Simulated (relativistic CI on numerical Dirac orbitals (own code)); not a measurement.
**d2 in a ligand field**

Computed with a parametric ligand-field model of a d^n configuration (Racah B and C, spin-orbit zeta, crystal field), exact diagonalisation.

Field parameters in Wybourne normalisation: Oh B⁴₀ = 21Dq, B⁴₄ = √(5/14) B⁴₀. The field is a parameter set, without covalency.

B = 380 cm⁻¹, C = 1480 cm⁻¹ (C/B = 3.89), Oh, no spin-orbit coupling. Tanabe-Sugano data, E/B above the lowest term (Δ = |10Dq|; b, c mark the second and third term of a kind):

| Δ/B | 3T1 | 3T2 | 3A2 | 1T2 | 1E | 1A1 |
| --- | --- | --- | --- | --- | --- | --- |
| 1.0 | 0.00 | 0.81 | 1.81 | 13.14 | 13.60 | 20.77 |
| 5.0 | 0.00 | 4.22 | 9.22 | 14.01 | 14.83 | 24.16 |
| 9.0 | 0.00 | 7.82 | 16.82 | 14.31 | 14.93 | 26.69 |
| 13.0 | 0.00 | 11.53 | 24.53 | 14.39 | 14.85 | 28.46 |
| 17.0 | 0.00 | 15.32 | 32.32 | 14.39 | 14.75 | 29.70 |
| 21.0 | 0.00 | 19.16 | 40.16 | 14.36 | 14.65 | 30.57 |
| 25.0 | 0.00 | 23.03 | 48.03 | 14.33 | 14.57 | 31.19 |
| 29.0 | 0.00 | 26.92 | 55.92 | 14.29 | 14.50 | 31.66 |
| 33.0 | 0.00 | 30.84 | 63.84 | 14.26 | 14.45 | 32.03 |
| 37.0 | 0.00 | 34.77 | 71.77 | 14.23 | 14.40 | 32.31 |
| 41.0 | 0.00 | 38.71 | 79.71 | 14.20 | 14.35 | 32.54 |
| 45.0 | 0.00 | 42.66 | 87.66 | 14.18 | 14.31 | 32.72 |

The ground term stays 3T1.
